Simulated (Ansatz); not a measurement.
Cost and result up the ladder for the cluster Ga2F4 (6 atoms). The state is a singlet with charge 0. Geometry: r2SCAN-D4/def2-SVP.

```xyz
6

Ga   -0.6255    0.4556   -0.9196
Ga    0.6256   -0.4569    0.9198
F     1.1162    0.4805    2.3057
F     0.1223    1.1680   -2.3245
F     1.1298   -2.1251    0.9900
F    -2.3684    0.4778   -0.9715
```

Ansatz on 2 threads of AMD EPYC 7R13 on a shared host. Times are rough, and most runs start from the orbitals of an earlier one. ωB97M-V/def2-TZVP serves as the yardstick here, not as an exact answer. Differences are given only for rows in sets of like size (and for xTB, whose basis is part of the method), since another set adds its own error. Binding counts from free atoms at the same level (Ga doublet, F doublet; other spins of the atoms weren't run), without zero-point energy or a counterpoise term.

The 6-31G sets use Cartesian d functions. B3LYP takes the VWN-RPA correlation. Correlated methods freeze 22 core orbitals; core or outer-core shells of Ga are correlated, in sets that lack core-valence functions. The structure comes from a short search, and lower isomers may exist.

Correlated methods converge slowly with the basis.

```json
{"level": "PBE-D4/def2-SVP", "functions": "120", "wall time": "1.5 s", "binding energy per atom (eV)": "3.70", "difference from ωB97M-V/def2-TZVP (eV)": "–"}
{"level": "B3LYP-D4/6-31G", "functions": "94", "wall time": "2.1 s", "binding energy per atom (eV)": "3.43", "difference from ωB97M-V/def2-TZVP (eV)": "–"}
{"level": "PBE0-D4/def2-SVP", "functions": "120", "wall time": "2.4 s", "binding energy per atom (eV)": "3.51", "difference from ωB97M-V/def2-TZVP (eV)": "–"}
{"level": "PBE-D4/def2-TZVP", "functions": "220", "wall time": "2.9 s", "binding energy per atom (eV)": "3.65", "difference from ωB97M-V/def2-TZVP (eV)": "0.13"}
{"level": "PBE-D4/def2-TZVPD", "functions": "268", "wall time": "4.4 s", "binding energy per atom (eV)": "3.65", "difference from ωB97M-V/def2-TZVP (eV)": "0.13"}
{"level": "MP2/def2-TZVP", "functions": "220", "wall time": "6 s", "binding energy per atom (eV)": "3.76", "difference from ωB97M-V/def2-TZVP (eV)": "0.25"}
{"level": "r2SCAN-D4/def2-TZVP (with forces)", "functions": "220", "wall time": "6.5 s", "binding energy per atom (eV)": "3.60", "difference from ωB97M-V/def2-TZVP (eV)": "0.08"}
{"level": "PBE0-D4/def2-TZVP", "functions": "220", "wall time": "6.5 s", "binding energy per atom (eV)": "3.48", "difference from ωB97M-V/def2-TZVP (eV)": "-0.04"}
{"level": "RPA@PBE/def2-TZVP", "functions": "220", "wall time": "7 s", "binding energy per atom (eV)": "3.17", "difference from ωB97M-V/def2-TZVP (eV)": "-0.35"}
{"level": "BHLYP-D4/def2-TZVP", "functions": "220", "wall time": "7.5 s", "binding energy per atom (eV)": "3.28", "difference from ωB97M-V/def2-TZVP (eV)": "-0.24"}
{"level": "PBE0-D4/def2-TZVPD", "functions": "268", "wall time": "10 s", "binding energy per atom (eV)": "3.49", "difference from ωB97M-V/def2-TZVP (eV)": "-0.03"}
{"level": "ωB97X-V/def2-TZVP", "functions": "220", "wall time": "12 s", "binding energy per atom (eV)": "3.58", "difference from ωB97M-V/def2-TZVP (eV)": "0.06"}
{"level": "ωB97M-V/def2-TZVP", "functions": "220", "wall time": "14 s", "binding energy per atom (eV)": "3.52", "difference from ωB97M-V/def2-TZVP (eV)": "0.00"}
{"level": "ωB97X-V/def2-TZVPD", "functions": "268", "wall time": "17 s", "binding energy per atom (eV)": "3.58", "difference from ωB97M-V/def2-TZVP (eV)": "0.07"}
```
